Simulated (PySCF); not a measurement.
Positional isomers: benzothiophene boryl+vinyl. Isolated molecules, 0 K electronic values unless said otherwise. One relaxed conformer stands for each flexible species; it need not be the lowest. Strings in code marks are SMILES.

The LUMO from two functionals at the same geometries (B3LYP-D3(BJ)/def2-SVP), both in PySCF: PBE-D3(BJ)/def2-TZVP and TPSSh-D3(BJ)/def2-TZVP. 

```tsv
species	TPSSh-D3(BJ)/def2-TZVP (eV)
`c12c(ccc(C=C)c2B)ccs1`	-2.40
`s1c2c(cc(B)cc2cc1)C=C`	-2.33
`c1csc2c1cc(cc2B)C=C`	-2.60
`Bc1cc2cc(C=C)ccc2s1`	-2.69
```

Problem. What does PBE-D3(BJ)/def2-TZVP give for each?

Solution. 
- `c12c(ccc(C=C)c2B)ccs1`: -2.89
- `s1c2c(cc(B)cc2cc1)C=C`: -2.82
- `c1csc2c1cc(cc2B)C=C`: -3.09
- `Bc1cc2cc(C=C)ccc2s1`: -3.15
Over these rows, drawn at random from the members with no instability flagged (it was tested for open shells, ions and some series alone), PBE minus TPSSh-D3(BJ): mean -0.48 eV, from -0.50 eV to -0.46 eV.
